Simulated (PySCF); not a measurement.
# Ionisation energy along the 14-electron series

Calculated with PySCF 2.14 and a two-component X2C-1e Hamiltonian (Gaussian nucleus, no Breit or QED terms), each ion in its own even-tempered basis scaled to its charge; GMP2 freezes 1s2 and drops the highest virtual spinors. Values in eV. NIST values: (m) measured, (s) semi-empirical, (t) theoretical.

| ion | configuration | GHF (spin-free) | GMP2 (spin-free) | GHF (screened spin-orbit) | GMP2 (screened spin-orbit) | NIST |
| --- | --- | --- | --- | --- | --- | --- |
| Br²¹⁺ | [Ne] 3s2 3p2 | 914.84 | 915.49 | 916.44 | 918.01 | 920.8 ± 2.2 (s) |
| Rb²³⁺ | [Ne] 3s2 3p2 | 1072.8 | 1073.5 | 1076.2 | 1077.9 | 1080 ± 3 (s) |

Task: Fill in the row of Kr²²⁺.

Result: configuration: [Ne] 3s2 3p2; GHF (spin-free): 992.24; GMP2 (spin-free): 992.89; GHF (screened spin-orbit): 994.68; GMP2 (screened spin-orbit): 996.35; NIST: 999 ± 2.4 (s).
